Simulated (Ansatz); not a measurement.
CH7Si2, SMILES [SiH3][CH][SiH3], multiplicity 2.

The structure is a stationary point at ωB97X-D3(BJ)/def2-SVP. The isomer is the one that the SMILES or the coordinates give; other isomers of the formula were not compared.

Two levels are set side by side: PBE/def2-SVPD (Ansatz, a program for electronic structure) and PBE0/def2-SVPD (Ansatz). Energy differences of separate SCF runs at the same geometry; the states with an electron removed or added have multiplicity 1 and 1. Differences are taken from unrounded values.

```
quantity                         PBE0
-------------------------------  ----
vertical ionisation energy (eV)  9.11
vertical electron affinity (eV)  1.26
```

### Question
What does PBE give, and how far is it from PBE0? (The exact figures need the calculation; the answer reports its results.)

### Answer

| quantity | PBE | PBE minus PBE0 |
|---|---|---|
| vertical ionisation energy (eV) | 8.80 | -0.31 |
| vertical electron affinity (eV) | 1.35 | 0.10 |
